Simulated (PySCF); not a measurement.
## Vibration and rotation of GaF

RHF-CCSD(T) constants of GaF, ¹Σ⁺ (singlet), closed shell (basis Ga def2-TZVPP, F def2-TZVPP; no relativity; PySCF 2.14; masses 68.9256 and 18.9984 u):

| Item | Value |
| --- | --- |
| ωe | 633.5 cm⁻¹ |
| ωexe | 3.05 cm⁻¹ |
| Be | 0.357 cm⁻¹ |
| αe | 0.00266 cm⁻¹ |
| De to Ga + F | 5.98 eV |

**Question.** What force constant and bond length do these constants imply?

**Answer.** Reduced mass μred = 14.893 u; k = 5.8918×10⁻⁷·μred·ωe² (u, cm⁻¹, mdyn/Å) = 3.52 mdyn/Å; Re = √(16.8576/(μred·Be)) (u, cm⁻¹, Å) = 1.781 Å.

**Question.** Estimate the centrifugal constant D from the Kratzer relation and find the Dunham coefficient a1.

**Answer.** D = 4Be³/ωe² = 4.53e-07 cm⁻¹; a1 = −1 − αeωe/(6Be²) = -3.20.

Correlated steps freeze 10 core orbitals. Where the molecule has an RHF reference, its open-shell atoms are computed with UHF.
